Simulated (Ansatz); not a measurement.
```yaml
crystal:
  periodic: [false, false, false]
  atoms:
    - {symbol: Si, position_ang: [-0.811975, 1.677526, -0.142172]}
    - {symbol: Si, position_ang: [1.246839, 0.577887, 0.001642]}
    - {symbol: S, position_ang: [1.104886, -0.986384, 1.450025]}
    - {symbol: In, position_ang: [-0.283613, -2.530450, 0.247195]}
    - {symbol: H, position_ang: [-0.846675, 2.712224, -1.212478]}
    - {symbol: H, position_ang: [-1.130737, 2.319005, 1.161543]}
    - {symbol: H, position_ang: [-1.866942, 0.663614, -0.430429]}
    - {symbol: H, position_ang: [1.642977, 0.051070, -1.334219]}
    - {symbol: H, position_ang: [2.308129, 1.514136, 0.460300]}
    - {symbol: H, position_ang: [-0.666291, -2.083368, -1.360196]}
    - {symbol: Xx, position_ang: [-0.696608, -3.915260, 1.158789]}
basis:
  gaussian: {orbitals: def2-SVPD, final_grid: {core_spheres: 8, valence_spheres: 7, degree: 23}}
hamiltonian: {xc: {name: B3LYP5}, pseudopotentials: {relativity: scalar}}
output: {forces: true}
```

```sh
$ ansatz run in.yaml --threads 4 --pin off --events-out ev --progress --plain --max-ram 10444MiB
```

It prints (some lines left out):

```
Error: YAML parse error: error: line 14 column 16: `Xx` is not an element symbol (H … Og, case-exact)
12 |     - {symbol: H, position_ang: [2.308129, 1.514136, 0.460300]}
13 |     - {symbol: H, position_ang: [-0.666291, -2.083368, -1.360196]}
14 |     - {symbol: Xx, position_ang: [-0.696608, -3.915260, 1.158789]}
15 | basis:
16 |   gaussian: {orbitals: def2-SVPD, final_grid: {core_spheres: 8, valence_spheres:…
```

**Question.** What is wrong with this run?

**Answer.** An element symbol is wrong. The input was rejected before any iteration.

B3LYP here is the variant with VWN-RPA as its local correlation; programs differ in this.
